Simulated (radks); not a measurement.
Task: Tb4+, configuration [Xe] 4f7 (the NIST ground configuration). Method: scalar-relativistic Kohn-Sham, r2SCAN, spin-polarised, spherical densities, finite nucleus; open shells are filled with parallel spins first (spin-orbit coupling, left out, can overturn this in heavy ions); meta-GGA in the generalised Kohn-Sham scheme; Fermi nuclear charge, rms radius 5.06 fm; computed with a radial shooting solver on a logarithmic mesh with Libxc functionals. Some entries of the table are withheld. Estimate them.

| orbital | occ. | eigenvalue (Ry) | r(max) (bohr) |
|---|---|---|---|
| 1s up | 1 | -3820.551 | 0.01364 |
| 1s down | 1 | -3820.551 | 0.01364 |
| 2s down | 1 | -638.2159 | 0.07747 |
| 2s up | 1 | -638.2155 | 0.07747 |
| 2p up | 3 | -567.2955 | 0.06281 |
| 2p down | 3 | -567.2947 | 0.06281 |
| 3s up | 1 | -145.4361 | 0.2196 |
| 3s down | 1 | -145.1571 | 0.2194 |
| 3p up | 3 | -123.4524 | 0.2157 |
| 3p down | 3 | -123.1731 | 0.2155 |
| 3d up | 5 | -94.76690 | 0.1768 |
| 3d down | 5 | -94.55053 | 0.1766 |
| 4s up | 1 | -32.53434 | 0.5045 |
| 4s down | 1 | -31.89822 | 0.5042 |
| 4p up | 3 | -25.23574 | 0.5264 |
| 4p down | 3 | -24.60031 | 0.5260 |
| 4d up | 5 | -15.17184 | 0.5455 |
| 4d down | 5 | -14.53603 | 0.5452 |
| 5s up | 1 | -7.06276 | 1.151 |
| 5s down | 1 | -6.78226 | 1.169 |
| 5p up | 3 | -5.15909 | 1.285 |
| 5p down | 3 | -4.95929 | 1.310 |
| 4f up | 7 | -4.19737 | (1) |
| 4f down | 0 | -3.60945 | (2) |

Result: 
(1) 4f up r(max) (bohr): 0.5435
(2) 4f down r(max) (bohr): 0.5465
